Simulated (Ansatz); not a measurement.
Pulling on the Mg1–F2 bond in F2Mg (SMILES [F][Mg][F]) (multiplicity 1 held, fragments rigid). Energies count from the point at 1.751 Å.
Geometry at that point (charge 0, multiplicity 1):
```xyz
3

Mg     0.000     0.000     0.000
F      0.000     0.000     1.751
F      0.000     0.000    -1.751
```

R- and RO- levels are restricted; in cc, def2 and unpolarised 6-31G sets they are followed outwards from rest. Unrestricted levels (U-) break spin symmetry where that is lower. Left out are points that failed, MP2 points that dive below the minimum, coupled-cluster points behind a jump of the amplitudes or a sharp parting from full CI or MRCI, small-basis points behind a change of solution, and semi-empirical points at long bonds. Curves can end on different states.

Frozen-core correlation.

Programs: Ansatz (a first-principles code) with Gaussian orbitals. Each number belongs to the level named beside it.

Energies in kcal/mol.

```tsv
R (Å)	R-HF/def2-SVPD	U-HF/def2-SVPD	R-MP2/def2-SVPD	U-MP2/def2-SVPD	R-CCSD(T)/def2-SVPD
1.401	61.1	61.1	68.1	68.1	67.3
1.576	10.3	10.3	13.6	13.6	13.3
1.751	0.0	0.0	0.0	0.0	0.0
1.926	6.5	6.5	3.7	3.7	4.0
2.101	19.7	19.7	14.5	14.5	15.0
2.364	42.5	42.5	34.6	34.6	35.3
2.627	64.5	64.5	54.7	54.7	55.3
3.064	95.0	93.5	83.6	120.7	83.8
3.502	118.3	97.7	106.6	137.4	105.6
4.027	139.0	99.0	127.7	141.8	121.8
4.728	158.2	99.4	147.9	143.2	left out
5.603	174.3	99.5	164.7	143.5	left out
```

Doubts at one or more of the structures used: a restricted determinant that unrestricted orbitals would lower (R-HF/def2-SVPD, R-MP2/def2-SVPD, R-CCSD(T)/def2-SVPD); a spin-contaminated determinant (U-HF/def2-SVPD, U-MP2/def2-SVPD); T1 above 0.05 (R-CCSD(T)/def2-SVPD).
